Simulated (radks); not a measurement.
Valence configurations of the chlorine ion Cl2+ (all share [Ne]). Method: non-relativistic Kohn-Sham, PBEsol, spin-polarised, spherical densities, point nucleus; open shells are filled with parallel spins first; computed with a radial shooting solver on a logarithmic mesh with Libxc functionals. Energies are relative to 3s2 3p3; eigenvalues in eV for spin up.

| valence | E (eV) | moment (Bohr magnetons) | e(3p) | e(3s) |
|---|---|---|---|---|
| 3s2 3p3 | 0.000 | 3 | -33.019 | -46.085 |
| 3s1.5 3p3.5 | 6.438 | 3 | -33.315 | -46.429 |
| 3s1 3p4 | 12.869 | 3 | -33.613 | -46.773 |
| 3s0.5 3p4.5 | 21.071 | 2 | -33.474 | -46.623 |
| 3p5 | 28.589 | 1 | -33.233 | - |

NIST lists [Ne] 3s2 3p3 as the ground configuration; this level of theory agrees among the configurations tried. The energies are those of spherical high-spin densities, not of single terms.
